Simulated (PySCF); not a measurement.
## Shieldings and the share of exact exchange

Molecule: SMILES [SiH3][SiH2][SiH]([SiH3])[SiH3], H₁₂Si₅.

Geometry (Å), atoms numbered from 1 in this order:
```xyz
17

Si    3.011   -0.584    0.015
Si    0.825   -1.419    0.157
Si   -0.681    0.186   -0.653
Si   -2.875   -0.609   -0.432
Si   -0.419    2.157    0.589
H     3.119    0.670    0.822
H     4.012   -1.572    0.524
H     3.330   -0.263   -1.411
H     0.705   -2.688   -0.628
H     0.488   -1.709    1.587
H    -0.377    0.463   -2.095
H    -3.050   -1.882   -1.196
H    -3.145   -0.876    1.015
H    -3.866    0.395   -0.928
H    -1.388    3.201    0.133
H    -0.674    1.862    2.033
H     0.970    2.691    0.446
```

GIAO shieldings (ppm, equivalent atoms averaged) in PySCF 2.14.0 with density-fitted response routines on the PBE0-D3(BJ)/def2-SVP geometry, basis pcSseg-1, gas phase, non-relativistic:

```csv
functional,exact exchange (%),σ(Si4/Si5),σ(Si1)
BLYP,0,427.2,431.1
BP86,0,437.9,441.8
PBE,0,440.3,444.4
B3LYP,20,438.5,442.1
mPW1PW91,25,450.3,453.6
BHandHLYP,50,454.9,457.8
HF,100,483.2,485.4
```

Problem. Fit each shielding as a line in the percentage of exact exchange.

Solution. σ(Si4/Si5) = 434.3 + 0.47 x (rms 4.7 ppm); σ(Si1) = 438.2 + 0.46 x (rms 4.7 ppm). The functionals also differ in their semilocal parts, which the line can't hold; Hartree–Fock has no correlation at all.

Problem. What does the line predict for PBE0 (25 %), and what does the run give?

Solution. σ(Si4/Si5): 446.1 predicted, 453.5 computed; σ(Si1): 449.7 predicted, 457.0 computed ppm.
